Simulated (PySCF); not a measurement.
## Dipole moment and polarisability of `N#Cc1c[nH]nn1`

C3H2N4.
Geometry (GFN2-xTB, Å), atoms numbered from 1 in this order:
```
atom  x, y, z in Å
N1     3.1511   -0.1835   -0.2582
C2     2.0307   -0.0125   -0.0938
C3     0.6494    0.1731    0.0911
C4    -0.3977   -0.5915   -0.3989
N5    -1.4959    0.0289    0.0771
N6    -1.1501    1.0918    0.8033
N7     0.1110    1.1882    0.8197
H8    -0.4204   -1.4691   -1.0089
H9    -2.4646   -0.2195   -0.0568
```

Level: B3LYP/def2-SVPD (PySCF), static field, nuclei fixed, core orbitals frozen in the response. The polarisability tensor in these axes (au):

```
x   84.68 -2.12 -3.48
y   -2.12 48.35  9.33
z   -3.48  9.33 41.71
```

**Question.** Give the principal values, the mean and the anisotropy Δα = √{½[(α1 − α2)² + (α2 − α3)² + (α1 − α3)²]}.

**Answer.** Principal values 35.07, 54.47 and 85.19 au; mean 58.24 au = 8.63 Å³ = 9.60 × 10⁻⁴⁰ C²·m²/J; Δα = 43.77 au (75 % of the mean).

**Question.** What is the dipole moment, and where does it point?

**Answer.** (-5.41, -2.98, -1.85) D, 6.44 D in size, pointing from the negative to the positive side. Measured along this direction, the outermost atoms are N1 at the negative end and H9 at the positive end.

**Question.** Refractivity n − 1 of an ideal gas of it at 350 K and 1 atm, from the electronic α?

**Answer.** N = p/kT = 2.0968 × 10¹⁹ cm⁻³, so n − 1 = 2π × N × 8.63 × 10⁻²⁴ cm³ = 1137 × 10⁻⁶ at long wavelengths.

**Question.** Traceless (Buckingham) quadrupole moment about the centre of nuclear charge: eigenvalues?

**Answer.** -12.52, 2.69, 9.83 D·Å. The values depend on the origin, since the dipole doesn't vanish. The electronic extent ⟨r²⟩ about the same centre is 648 bohr², a root-mean-square distance of 1.94 Å for the 48 electrons.

**Question.** How large is μ²/3kT at 298 K beside α?

**Answer.** In Gaussian units μ²/3kT = 336.36 Å³ against 8.63 Å³, a ratio of 38.97; the Debye molar polarisation (4π/3)N_A(α + μ²/3kT) is 870.2 cm³/mol, leaving out the vibrational part.

Geometry: GFN2-xTB; no solvent, vibrations or thermal averaging.
